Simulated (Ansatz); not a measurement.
Input file for Ansatz (an electronic-structure program): R-B3LYP/def2-TZVPP on CHF (SMILES [CH]F), 2S+1 = 1, a spin state set in the input, which need not be the lowest.

Ansatz 0.2 input:
```yaml
crystal:
  periodic: [false, false, false]
  atoms:
    - {symbol: C, position_ang: [-0.57409467, 0.44276843, 0.00000000]}
    - {symbol: F, position_ang: [0.53400168, -0.25530897, 0.00000000]}
    - {symbol: H, position_ang: [-1.36144715, -0.35882978, 0.00000000]}
basis:
  gaussian:
    orbitals: def2-TZVPP
hamiltonian:
  xc: {name: B3LYP}
```

Give the final energy of this run.

-138.4693 hartree.
